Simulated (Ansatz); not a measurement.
Cost and result for the atomization energy of C2H8O2Si, SMILES `C[SiH2]OCO` (13 atoms, 12 bonds).

```
atom    x (Å)    y (Å)    z (Å)
  C1   2.0536   0.9918   0.2325
 Si2   0.2849   0.5370   0.5678
  O3  -0.1931  -0.4691  -0.6612
  C4  -1.2972  -1.3171  -0.5551
  O5  -2.4819  -0.6308  -0.2907
  H6   2.4210   1.6802   0.9982
  H7   2.1477   1.4839  -0.7383
  H8   2.6926   0.1062   0.2312
  H9  -0.5586   1.7619   0.6142
 H10   0.1387  -0.1862   1.8635
 H11  -1.3540  -1.8749  -1.4967
 H12  -1.1733  -2.0157   0.2794
 H13  -2.6803  -0.0674  -1.0448
```

The species carries charge 0 and has multiplicity 1. Geometry: relaxed with PBE0-D4/def2-TZVP. It is one conformer, not always the lowest. Program: Ansatz. All runs use 4 threads of an Arm Neoverse V2 on a shared host. Times are those of one run each, without the atoms' runs, and a repeat can differ threefold. Electronic energies, without spin–orbit coupling; frozen cores. CCSD(T)/CBS adds CCSD(T) − MP2 in def2-TZVPP to the MP2 limit, and its time is that of the two runs behind it. T1 = 0.011. B3LYP takes the VWN-RPA correlation (the form of Gaussian; ORCA's B3LYP/G).

CCSD(T)/CBS is a level of theory with its own doubt, some kJ/mol a heavy atom from the limit and from the frozen cores, so smaller differences don't rank the functionals.

```json
{"level": "PBE-D4/def2-TZVPP (with forces)", "functions": "278", "wall time": "2.4 s"}
{"level": "PBE0-D4/def2-TZVPP", "functions": "278", "wall time": "2.6 s"}
{"level": "B3LYP-D4/def2-TZVPP (with forces)", "functions": "278", "wall time": "4.2 s"}
{"level": "r2SCAN-D4/def2-TZVPP (with forces)", "functions": "278", "wall time": "4.5 s"}
{"level": "B2PLYP/def2-TZVPP", "functions": "278", "wall time": "4.9 s"}
{"level": "ωB97X-V/def2-TZVPP", "functions": "278", "wall time": "7 s"}
{"level": "ωB97M-V/def2-TZVPP (with forces)", "functions": "278", "wall time": "10 s"}
{"level": "MP2/def2-QZVPP", "functions": "538", "wall time": "24 s"}
{"level": "CCSD(T)/def2-TZVPP", "functions": "278", "wall time": "3.5 min"}
{"level": "CCSD(T)/CBS(def2)", "functions": "–", "wall time": "3.9 min"}
```

Problem. What atomization energy does each give, and how far from CCSD(T)/CBS? (Best estimate.)

Solution. Ansatz gave: 
```json
{"level": "PBE-D4/def2-TZVPP (with forces)", "atomization (kcal/mol)": "1170.8", "difference from CCSD(T)/CBS": "12.1", "per bond": "1.0"}
{"level": "PBE0-D4/def2-TZVPP", "atomization (kcal/mol)": "1151.5", "difference from CCSD(T)/CBS": "-7.2", "per bond": "-0.6"}
{"level": "B3LYP-D4/def2-TZVPP (with forces)", "atomization (kcal/mol)": "1154.4", "difference from CCSD(T)/CBS": "-4.3", "per bond": "-0.4"}
{"level": "r2SCAN-D4/def2-TZVPP (with forces)", "atomization (kcal/mol)": "1157.3", "difference from CCSD(T)/CBS": "-1.4", "per bond": "-0.1"}
{"level": "B2PLYP/def2-TZVPP", "atomization (kcal/mol)": "1143.7", "difference from CCSD(T)/CBS": "-15.0", "per bond": "-1.3"}
{"level": "ωB97X-V/def2-TZVPP", "atomization (kcal/mol)": "1159.5", "difference from CCSD(T)/CBS": "0.8", "per bond": "0.1"}
{"level": "ωB97M-V/def2-TZVPP (with forces)", "atomization (kcal/mol)": "1159.6", "difference from CCSD(T)/CBS": "0.9", "per bond": "0.1"}
{"level": "MP2/def2-QZVPP", "atomization (kcal/mol)": "1162.2", "difference from CCSD(T)/CBS": "3.5", "per bond": "0.3"}
{"level": "CCSD(T)/def2-TZVPP", "atomization (kcal/mol)": "1129.0", "difference from CCSD(T)/CBS": "-29.7", "per bond": "-2.5"}
{"level": "CCSD(T)/CBS(def2)", "atomization (kcal/mol)": "1158.7", "difference from CCSD(T)/CBS": "0.0", "per bond": "0.0"}
```

In def2-TZVPP, CCSD(T) changes the Hartree–Fock value by +285.6 kcal/mol (the triples alone add +14.9 kcal/mol) and MP2 by +301.2 kcal/mol; breaking electron pairs costs correlation energy, which Hartree–Fock lacks. From PBE to PBE0 (25 % exact exchange), in def2-TZVPP and without D4, the atomization energy moves by −18.4 kcal/mol: exact exchange takes away binding that semilocal exchange gives to molecules. The D4 term adds +8.7 kcal/mol with B3LYP and +4.6 kcal/mol with PBE0; it sums over pairs of atoms, weighted by their polarisabilities, and B3LYP, whose exchange is more repulsive, gets the larger term.
